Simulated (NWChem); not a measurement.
System: C3H8O2; SMILES COCOC

```xyz
13

C      0.6580    -1.8997     0.1460
O     -0.5408    -1.2901    -0.3132
C     -0.7207     0.0038     0.1444
O      0.2604     0.8552    -0.4100
C      0.1823     2.1716     0.0915
H      0.7087    -1.8934     1.2464
H      1.5446    -1.3953    -0.2536
H      0.6361    -2.9342    -0.2046
H     -1.7278     0.3105    -0.1768
H     -0.6620     0.0509     1.2520
H      0.9790     2.7463    -0.3870
H     -0.7855     2.6443    -0.1432
H      0.3253     2.2046     1.1844
```
Atoms are numbered in this order, from 1.

Computed with NWChem. Pople sets run with spherical d functions. Geometry: optimised at B3LYP/6-31G* (spherical d). Level: PBE0/6-31G* with SMD (1 M gas to 1 M solution), gas-phase geometry.

### Question
Among these, which solvent gives the highest value of “cavity-dispersion-structure term (kcal/mol)”?
A. dimethyl sulfoxide
B. water
C. 1,4-dioxane
D. chlorobenzene

### Answer
B, water. Values: chlorobenzene -0.1; 1,4-dioxane 0.4; dimethyl sulfoxide 1.1; water 4.2
